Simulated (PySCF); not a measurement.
Isomers of C8H8S, mass 136.035 u with the commonest isotopes. Computed with PBE0/def2-SVPD in PySCF (dipole) on a GFN2-xTB geometry, gas phase. One conformer each, none proved a minimum here; rigid rotors.

Question: Order these by out-of-plane moment Σ m c² = (Ia + Ib − Ic)/2, smallest first.
A. `[CH:1]1=[C:2]([c:3]2[cH:4][cH:5][cH:6][s:7]2)[CH2:8][CH2:9]1` with C1–C2–C3–C4 179°
B. `[SH:1][C@H:2]1[CH2:3][c:4]2[cH:5][cH:6][cH:7][cH:8][c:9]21` with H–S1–C2–C3 -161°
C. `[CH2:1]=[C:2]1[CH:3]=[C:4]([C:5]([CH3:6])=[S:7])[C:8]1=[CH2:9]` with C3–C4–C5–C6 0°

Answer: C (1.57 u·Å²), A (3.19 u·Å²), B (23.94 u·Å²).

Question: Order these by dipole moment, largest first.
A. `[SH:1][C@H:2]1[CH2:3][c:4]2[cH:5][cH:6][cH:7][cH:8][c:9]21` with H–S1–C2–C3 -161°
B. `[CH2:1]=[C:2]1[CH:3]=[C:4]([C:5]([CH3:6])=[S:7])[C:8]1=[CH2:9]` with C3–C4–C5–C6 0°
C. `[CH:1]1=[C:2]([c:3]2[cH:4][cH:5][cH:6][s:7]2)[CH2:8][CH2:9]1` with C1–C2–C3–C4 179°

Answer: B (3.26 D), A (1.56 D), C (0.70 D).

Question: Order these by rotational constant B, largest first.
A. `[CH:1]1=[C:2]([c:3]2[cH:4][cH:5][cH:6][s:7]2)[CH2:8][CH2:9]1` with C1–C2–C3–C4 179°
B. `[CH2:1]=[C:2]1[CH:3]=[C:4]([C:5]([CH3:6])=[S:7])[C:8]1=[CH2:9]` with C3–C4–C5–C6 0°
C. `[SH:1][C@H:2]1[CH2:3][c:4]2[cH:5][cH:6][cH:7][cH:8][c:9]21` with H–S1–C2–C3 -161°

Answer: C (994.4 MHz), B (964.4 MHz), A (924.9 MHz).

```tsv
SMILES	point group	Ia (u·Å²)	Ib (u·Å²)	Ic (u·Å²)	κ	μa (D)	μb (D)	μc (D)
S[C@H]1Cc2ccccc21	C1	159.97	508.24	620.34	-0.85	1.24	0.02	0.95
C=C1C=C(C(C)=S)C1=C	–	187.17	524.01	708.05	-0.75	2.14	2.47	0.01
C1=C(c2cccs2)CC1	Cs	132.98	546.39	673.00	-0.89	0.02	0.70	0.01
```
